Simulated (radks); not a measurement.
Problem. All-electron atom: neutral technetium in [Kr] 4d5 5s1 5d1 (not the ground configuration). Calculated with a radial shooting solver on a logarithmic mesh with Libxc functionals: scalar-relativistic Kohn-Sham, BLYP, spin-polarised, spherical densities, finite nucleus; open shells are filled with parallel spins first (spin-orbit coupling, left out, can overturn this in heavy ions); Fermi nuclear charge, rms radius 4.4112 fm. Some entries of the table are withheld. Estimate them.

| orbital | occ. | eigenvalue (eV) | r(max) (bohr) | <r> (bohr) |
|---|---|---|---|---|
| 1s up | 1 | -20875.59 | 0.02228 | 0.03428 |
| 1s down | 1 | -20875.57 | 0.02228 | 0.03428 |
| 2s up | 1 | -2981.773 | 0.1262 | 0.1496 |
| 2s down | 1 | -2981.131 | 0.1262 | 0.1496 |
| 2p up | 3 | -2669.370 | 0.1008 | 0.1304 |
| 2p down | 3 | -2668.881 | 0.1008 | 0.1303 |
| 3s up | 1 | -522.2156 | 0.3723 | 0.4156 |
| 3s down | 1 | -521.8523 | 0.3724 | 0.4155 |
| 3p up | 3 | -419.7299 | 0.3656 | 0.4165 |
| 3p down | 3 | -419.3231 | 0.3657 | 0.4164 |
| 3d up | 5 | -253.8250 | 0.3112 | 0.3992 |
| 3d down | 5 | -253.2156 | 0.3114 | 0.3990 |
| 4s up | 1 | -78.5030 | 0.9504 | 1.059 |
| 4s down | 1 | -75.3890 | 0.9458 | 1.054 |
| 4p up | 3 | -50.5542 | 1.024 | (1) |
| 4p down | 3 | -47.2494 | 1.019 | (2) |
| 4d up | 5 | -11.8103 | 1.271 | 1.664 |
| 5s up | 1 | -8.8760 | 2.590 | 3.002 |
| 4d down | 0 | -8.5984 | 1.270 | 1.724 |
| 5p up | 0 | -4.2473 | 3.215 | 3.909 |
| 6s up | 0 | -1.4736 | 7.954 | 8.796 |
| 5d up | 1 | -0.6290 | 8.611 | 9.933 |

Solution. 
(1) 4p up <r> (bohr): 1.174
(2) 4p down <r> (bohr): 1.170
